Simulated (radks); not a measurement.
Problem. Spherical quantum dot in the effective-mass picture: electrons in a well V = -V0 / (1 + exp((r - R)/a)) with V0 = 22.2, R = 2.55, a = 0.29, all in effective atomic units (hartree* = m*/eps^2 hartree, bohr* = eps/m* bohr), one dielectric constant everywhere. Method: non-relativistic Kohn-Sham, PBE, spin-polarised, spherical densities; computed with a radial shooting solver with Libxc functionals. Levels are named by radial order and angular momentum (1s, 1p, 1d, 2s, ...), and open shells are averaged over m. At N = 29 the configuration is 1s2 1p6 1d10 2s(up 1, down 0) 1f(up 7, down 3). Does electron 30 go into 2p up or 1f down or 2s down?

Solution. Into 1f down. The total energies of the other choices lie higher by 0.0334 hartree* (2s down), 1.20 hartree* (2p up).
